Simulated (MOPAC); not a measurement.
MOPAC input (PM3):

```
PM3 1SCF GEO-OK AUX(PRECISION=9) THREADS=1
C3H6O2

C    -1.93431100 1    0.08716700 1    0.35535200 1
C    -0.75443500 1    0.35236600 1   -0.56730200 1
C     0.56497100 1   -0.08049900 1    0.01824500 1
O     0.73112100 1   -0.58792300 1    1.09620000 1
O     1.59147200 1    0.17115400 1   -0.83087300 1
H    -1.81802000 1    0.61626200 1    1.30089200 1
H    -2.02155800 1   -0.97488500 1    0.58326700 1
H    -2.86220500 1    0.41703100 1   -0.11285900 1
H    -0.86969000 1   -0.16159100 1   -1.52561500 1
H    -0.66814700 1    1.41396300 1   -0.81502300 1
H     2.40152800 1   -0.13083200 1   -0.39105200 1
```

From the output:

```
                                                       MOPAC v23.2.5 Linux

          FINAL HEAT OF FORMATION =       -104.02842 KCAL/MOL =    -435.25490 KJ/MOL

          COSMO AREA              =        110.05 SQUARE ANGSTROMS
          COSMO VOLUME            =         94.53 CUBIC ANGSTROMS

          IONIZATION POTENTIAL    =         11.357517 EV
          HOMO LUMO ENERGIES (EV) =        -11.358  1.033
          NO. OF FILLED LEVELS    =         15
          MOLECULAR WEIGHT        =         74.0792         POINT GROUP:  Cs

          MOLECULAR DIMENSIONS (Angstroms)

            Atom       Atom       Distance
            H    11    H     8     5.29947
            H     6    H     9     2.85008
            H    10    H     7     2.76171

          SCF CALCULATIONS        =          1

   ATOM   CHEMICAL          X               Y               Z
  NUMBER   SYMBOL      (ANGSTROMS)     (ANGSTROMS)     (ANGSTROMS)

     1       C         -1.93431100  *   0.08716700  *   0.35535200  *
     2       C         -0.75443500  *   0.35236600  *  -0.56730200  *
     3       C          0.56497100  *  -0.08049900  *   0.01824500  *
     4       O          0.73112100  *  -0.58792300  *   1.09620000  *
     5       O          1.59147200  *   0.17115400  *  -0.83087300  *
     6       H         -1.81802000  *   0.61626200  *   1.30089200  *
     7       H         -2.02155800  *  -0.97488500  *   0.58326700  *
     8       H         -2.86220500  *   0.41703100  *  -0.11285900  *
     9       H         -0.86969000  *  -0.16159100  *  -1.52561500  *
    10       H         -0.66814700  *   1.41396300  *  -0.81502300  *
    11       H          2.40152800  *  -0.13083200  *  -0.39105200  *

                             CARTESIAN COORDINATES

   1    C       -1.934311000     0.087167000     0.355352000
   2    C       -0.754435000     0.352366000    -0.567302000
   3    C        0.564971000    -0.080499000     0.018245000
   4    O        0.731121000    -0.587923000     1.096200000
   5    O        1.591472000     0.171154000    -0.830873000
   6    H       -1.818020000     0.616262000     1.300892000
   7    H       -2.021558000    -0.974885000     0.583267000
   8    H       -2.862205000     0.417031000    -0.112859000
   9    H       -0.869690000    -0.161591000    -1.525615000
  10    H       -0.668147000     1.413963000    -0.815023000
  11    H        2.401528000    -0.130832000    -0.391052000

           Empirical Formula: C3 H6 O2  =    11 atoms

      MOLECULAR POINT GROUP   :   Cs

                  EIGENVALUES
 -40.44181 -35.98827 -33.94723 -25.09979 -20.30530 -18.40996 -17.53131 -16.85411
 -14.81144 -14.74658 -14.16146 -13.10314 -12.42587 -12.25923 -11.35752   1.03261
   2.04452   3.47208   3.62713   3.70533   3.92583   4.33067   4.44343   4.56495
   4.86739   7.04621

              NET ATOMIC CHARGES AND DIPOLE CONTRIBUTIONS

  ATOM NO.   TYPE          CHARGE      No. of ELECS.   s-Pop       p-Pop
    1          C          -0.095786        4.0958     1.13217     2.96362
    2          C          -0.112628        4.1126     1.15131     2.96131
    3          C           0.375307        3.6247     1.18684     2.43785
    4          O          -0.379025        6.3790     1.86058     4.51844
    5          O          -0.298146        6.2981     1.80371     4.49443
    6          H           0.050614        0.9494     0.94939
    7          H           0.050614        0.9494     0.94939
    8          H           0.041662        0.9583     0.95834
    9          H           0.074432        0.9256     0.92557
   10          H           0.074432        0.9256     0.92557
   11          H           0.218525        0.7815     0.78147
 DIPOLE           X         Y         Z       TOTAL
 POINT-CHG.    -0.829     0.756    -1.441     1.826
 HYBRID         0.457    -0.096     0.083     0.474
 SUM           -0.372     0.660    -1.359     1.556

          ATOMIC ORBITAL ELECTRON POPULATIONS

     Atom    s        px        py        pz
    1  C   1.13217   0.95383   1.02293   0.98686
    2  C   1.15131   0.93315   1.02752   1.00065
    3  C   1.18684   0.86688   0.74778   0.82320
    4  O   1.86058   1.86755   1.38489   1.26601
    5  O   1.80371   1.20622   1.80200   1.48621
    6  H   0.94939
    7  H   0.94939
    8  H   0.95834
    9  H   0.92557
   10  H   0.92557
   11  H   0.78147

 **********************
 *                    *
 * JOB ENDED NORMALLY *
 *                    *
 **********************

 == MOPAC DONE ==
```

The geometry given is a B3LYP-D3(BJ)/def2-TZVP minimum.
